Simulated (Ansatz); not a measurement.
Cost and result for the atomization energy of B2FH5Sn, SMILES `[BH2][SnH2][BH]F` (9 atoms, 8 bonds).

```csv
atom,x (Å),y (Å),z (Å)
B1,1.0100,0.3894,1.5871
Sn2,-0.7560,0.1970,0.2257
B3,-0.0704,-0.5713,-1.8052
F4,-0.0238,-1.8693,-2.0246
H5,1.3313,-0.5140,2.2985
H6,1.6764,1.3802,1.5835
H7,-1.5112,1.7138,-0.0219
H8,-1.9331,-0.8675,0.8655
H9,0.2769,0.1417,-2.7086
```

Total charge 0; spin multiplicity 1. Correlated methods include outer-core shells of Sn, which these sets cover unevenly. Sn takes the def2 core potential. Geometry: relaxed with PBE0-D4/def2-TZVP. It is one conformer, not always the lowest. Program: Ansatz. All runs use 2 threads of an Arm Neoverse V2 on a shared host. Times are those of one run each, without the atoms' runs, and a repeat can differ threefold. Electronic energies, without spin–orbit coupling; frozen cores. CCSD(T)/CBS adds CCSD(T) − MP2 in def2-TZVPP to the MP2 limit, and its time is that of the two runs behind it. T1 = 0.015. With those shells the extrapolation isn't a true limit.

CCSD(T)/CBS is a level of theory with its own doubt, some kJ/mol a heavy atom from the limit and from the frozen cores, so smaller differences don't rank the functionals.

```json
{"level": "BLYP-D4/def2-TZVPP", "functions": "213", "wall time": "2.4 s", "atomization (kcal/mol)": "652.0", "difference from CCSD(T)/CBS": "-3.8", "per bond": "-0.5"}
{"level": "PBE-D4/def2-TZVPP (with forces)", "functions": "213", "wall time": "2.7 s", "atomization (kcal/mol)": "660.5", "difference from CCSD(T)/CBS": "4.7", "per bond": "0.6"}
{"level": "PBE0-D4/def2-TZVPP", "functions": "213", "wall time": "2.7 s", "atomization (kcal/mol)": "653.3", "difference from CCSD(T)/CBS": "-2.5", "per bond": "-0.3"}
{"level": "BHLYP-D4/def2-TZVPP", "functions": "213", "wall time": "3 s", "atomization (kcal/mol)": "644.4", "difference from CCSD(T)/CBS": "-11.4", "per bond": "-1.4"}
{"level": "CAM-B3LYP-D4/def2-TZVPP", "functions": "213", "wall time": "3.4 s", "atomization (kcal/mol)": "661.0", "difference from CCSD(T)/CBS": "5.2", "per bond": "0.7"}
{"level": "B2PLYP/def2-TZVPP", "functions": "213", "wall time": "5.5 s", "atomization (kcal/mol)": "648.8", "difference from CCSD(T)/CBS": "-7.0", "per bond": "-0.9"}
{"level": "CCSD(T)/def2-SVP", "functions": "93", "wall time": "6 s", "atomization (kcal/mol)": "620.2", "difference from CCSD(T)/CBS": "-35.6", "per bond": "-4.4"}
{"level": "ωB97X-V/def2-TZVPP", "functions": "213", "wall time": "9 s", "atomization (kcal/mol)": "660.1", "difference from CCSD(T)/CBS": "4.3", "per bond": "0.5"}
{"level": "B97M-V/def2-TZVPP", "functions": "213", "wall time": "12 s", "atomization (kcal/mol)": "663.9", "difference from CCSD(T)/CBS": "8.1", "per bond": "1.0"}
{"level": "ωB97M-V/def2-TZVPP (with forces)", "functions": "213", "wall time": "14 s", "atomization (kcal/mol)": "657.2", "difference from CCSD(T)/CBS": "1.4", "per bond": "0.2"}
{"level": "MP2/def2-QZVPP", "functions": "403", "wall time": "18 s", "atomization (kcal/mol)": "653.6", "difference from CCSD(T)/CBS": "-2.2", "per bond": "-0.3"}
{"level": "CCSD(T)/def2-TZVPP", "functions": "213", "wall time": "2.3 min", "atomization (kcal/mol)": "641.8", "difference from CCSD(T)/CBS": "-14.0", "per bond": "-1.7"}
{"level": "CCSD(T)/CBS(def2)", "functions": "–", "wall time": "2.6 min", "atomization (kcal/mol)": "655.8", "difference from CCSD(T)/CBS": "0.0", "per bond": "0.0"}
```

From r2SCAN to r2SCAN0 (25 % exact exchange), in def2-TZVPP and without D4, the atomization energy moves by −8.6 kcal/mol: exact exchange takes away binding that semilocal exchange gives to molecules. At CCSD(T), def2-SVP lies −35.5 kcal/mol from the extrapolated value and def2-TZVPP −13.9 kcal/mol: correlation converges slowly with the basis, and small sets miss more of it in the bonded molecule than in its fragments. The D4 term adds +5.8 kcal/mol with B3LYP and +3.0 kcal/mol with PBE0; it sums over pairs of atoms, weighted by their polarisabilities, and B3LYP, whose exchange is more repulsive, gets the larger term.

B3LYP here is the variant with VWN-RPA as its local correlation; programs differ in this.

Spin–orbit coupling would lower the free Sn atoms strongly, and the atomization energy with them, by more than many differences here. For some Ge, Se and Sn compounds the MP2-based and the directly extrapolated limit differ by 10 to 25 kJ/mol.
